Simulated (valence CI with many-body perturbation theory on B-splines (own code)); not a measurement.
## Pr XIX: magnetic and hyperfine properties of the levels

Computed by valence CI with perturbative core correlation (CI+MBPT): five valence electrons over a frozen Dirac-Fock core [Kr], a basis of 7 s, 7 p, 8 d, 6 f, 4 g, 1 h functions for each j, with the one-electron correlation potential Σ1, the two-electron term Σ2, the three-electron term Σ3, Breit, model QED; selected CI, second order for the rest (own B-spline code, finite nucleus).

No measured spectrum was set against this ion. As an estimate, terms of the open shell hold to 2 to 4 % of their energy, and close levels can change places. Core correlation moves these levels by up to 12000 cm⁻¹, and in measured spectra 5 to 20 % of such shifts remained as error; rates that hang on mixing are uncertain with them. Among the levels kept, up to 270 cm⁻¹ of a level comes from second order outside the variational space, and about a tenth of that is noise between levels of different J, which matters for small intervals. Only levels of the ground parity were solved; by the run's estimate the other parity begins above the list, which can be wrong where configurations are misplaced.

A/g_I is the dipole constant over the nuclear g factor μ/I (μ in nuclear magnetons, uniformly magnetised nucleus), B/Q the quadrupole constant per barn. Both hold the static response of the core; the bare values leave it out. Large factors of s and p1/2 electrons are usually good to 5 to 10 %; those of open d and f shells near neutrality can be off by tens of per cent, and small factors of p3/2, d and f electrons come from cancelling terms and can be off by a factor of two or in sign, in half-filled shells by more. B is blank for J = 1/2, where it vanishes, and for nearly pure S terms. Energies count from the lowest level.

Names give the largest LS component (configuration and term), which can be under half, so a name can repeat, a term be missing and a line seem to break the LS rules; names also repeat where a configuration has a term twice. Letters in brackets count levels of one name in rising energy.

| Level | E (cm⁻¹) | g | A/g_I (MHz) | A/g_I bare | B/Q (MHz/b) | B/Q bare |
| --- | --- | --- | --- | --- | --- | --- |
| 4d⁵ ⁶S_5/2 | 0.0 | 1.856 | -401 | 684 | 913 | 847 |
| 4d⁵ ⁴G_5/2 [a] | 35241 | 1.074 | 3090 | 3100 | 5150 | 4880 |
| 4d⁵ ⁴G_7/2 | 52632 | 1.116 | 3580 | 3640 | 5210 | 4940 |
| 4d⁵ ⁴D_3/2 | 54823 | 1.317 | 3540 | 3890 | 4600 | 4370 |
| 4d⁵ ⁴G_11/2 | 56087 | 1.191 | 4020 | 4190 | -79.1 | -93.8 |
| 4d⁵ ⁴G_5/2 [b] | 59738 | 1.085 | 3470 | 3490 | 1790 | 1710 |
| 4d⁵ ⁴G_9/2 | 60141 | 1.165 | 3700 | 3840 | 4330 | 4120 |
| 4d⁵ ⁴P_1/2 | 65195 | 1.743 | -1550 | -624 |  |  |
| 4d⁵ ⁴D_7/2 | 74596 | 1.234 | 3190 | 3420 | -338 | -319 |
| 4d⁵ ²D_5/2 [a] | 78726 | 1.241 | 2990 | 3230 | -263 | -253 |
| 4d⁵ ²F_7/2 [a] | 86011 | 1.146 | 4030 | 4130 | -5220 | -4970 |
| 4d⁵ ²I_11/2 | 86088 | 1.025 | 4550 | 4480 | 393 | 377 |
| 4d⁵ ⁴D_1/2 | 89057 | 0.815 | 8550 | 8200 |  |  |
| 4d⁵ ²D_3/2 [a] | 90584 | 1.048 | 6370 | 6340 | -4250 | -4050 |
| 4d⁵ ²G_9/2 [a] | 92244 | 1.153 | 3670 | 3780 | -751 | -725 |
| 4d⁵ ⁴F_3/2 | 94926 | 0.975 | 4640 | 4510 | 757 | 722 |
| 4d⁵ ²I_13/2 | 95496 | 1.075 | 4600 | 4610 | -5.57 | 1.57 |
| 4d⁵ ²F_5/2 [a] | 100100 | 1.015 | 4670 | 4590 | -1040 | -969 |
| 4d⁵ ²H_9/2 | 111350 | 1.107 | 4150 | 4200 | 726 | 691 |
| 4d⁵ ²G_7/2 [a] | 114230 | 0.995 | 5590 | 5480 | -386 | -365 |
| 4d⁵ ⁴F_5/2 | 114860 | 1.074 | 4420 | 4420 | -118 | -116 |
| 4d⁵ ²F_5/2 [b] | 122320 | 1.128 | 2680 | 2760 | -2000 | -1900 |
| 4d⁵ ²D_3/2 [b] | 122430 | 0.756 | 7370 | 6940 | 146 | 153 |
| 4d⁵ ²F_7/2 [b] | 127030 | 1.080 | 4870 | 4880 | 2040 | 1940 |
| 4d⁵ ²S_1/2 | 129540 | 1.920 | -2170 | -999 |  |  |
| 4d⁵ ⁴F_7/2 | 134820 | 1.192 | 3230 | 3400 | -7990 | -7590 |
| 4d⁵ ²G_9/2 [b] | 137200 | 1.094 | 4200 | 4240 | 2630 | 2520 |
| 4d⁵ ²H_11/2 | 139670 | 1.066 | 4510 | 4500 | -313 | -269 |
| 4d⁵ ²D_3/2 [c] | 147930 | 0.844 | 5310 | 4990 | -4410 | -4200 |
| 4d⁵ ²D_5/2 [b] | 155530 | 1.107 | 4080 | 4130 | 3390 | 3240 |
| 4d⁵ ²G_9/2 [c] | 162060 | 1.110 | 4020 | 4070 | -6930 | -6580 |
| 4d⁵ ²D_5/2 [c] | 164400 | 1.105 | 3480 | 3520 | -2740 | -2580 |
| 4d⁵ ²G_7/2 [b] | 170730 | 0.941 | 5440 | 5260 | 6690 | 6370 |
| 4d⁵ ²P_3/2 | 178120 | 1.235 | 3630 | 3850 | -3970 | -3780 |
| 4d⁵ ²P_1/2 | 194180 | 0.851 | 298 | -5.20 |  |  |
| 4d⁵ ²D_5/2 [d] | 211820 | 1.188 | 3070 | 3230 | -5090 | -4840 |
| 4d⁵ ²D_3/2 [d] | 218460 | 0.879 | 7450 | 7180 | 7140 | 6790 |

Question: Take the isotope of mass number 141, with I = 5/2, μ = 4.266 μN and Q = -0.0589 b. What is the hyperfine structure of 4d⁵ ⁴G_5/2 [a]?

Answer: From the table A = 5280 MHz, B = -303 MHz. Shifts from the centre of gravity in MHz: F = 0: -46400, F = 1: -41100, F = 2: -30400, F = 3: -14400, F = 4: 6710, F = 5: 32900.
